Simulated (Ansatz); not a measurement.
Consider the ligand exchange at the Si–O bond: `F[SiH2]O[SiH](F)F` + `N[SiH](Cl)Cl` → `F[SiH](F)N[SiH](Cl)Cl` + `O[SiH2]F`.

Isolated molecules relaxed with PBE0-D4/def2-TZVP in Ansatz; ΔE leaves out vibrations. CCSD(T)/CBS is the MP2 limit (def2-TZVPP, def2-QZVPP) plus CCSD(T) − MP2 in def2-TZVPP, frozen cores. DFT in def2-TZVPP. Each species was taken in one conformer, which may not be the lowest.

CCSD(T)/CBS gives +57.6 kJ/mol.

Question: Another level gave +61.9 kJ/mol. Which?
A. HF/def2-TZVPP
B. MP2/def2-TZVPP
C. B2PLYP/def2-TZVPP
D. PBE-D4/def2-TZVPP

Answer: C. B2PLYP 61.9, MP2/def2-TZVPP 55.9, HF/def2-TZVPP 75.4, PBE-D4 49.9 kJ/mol.

Largest T1 diagnostic among the species: 0.012.

The D4 term adds −6.2 kJ/mol with B3LYP and −3.4 kJ/mol with PBE0; it sums over pairs of atoms, weighted by their polarisabilities, and B3LYP, whose exchange is more repulsive, gets the larger term. In def2-TZVPP, CCSD(T) changes the Hartree–Fock value by −18.4 kJ/mol (the triples alone add −3.0 kJ/mol) and MP2 by −19.5 kJ/mol.

B3LYP here is the variant with VWN-RPA as its local correlation; programs differ in this.
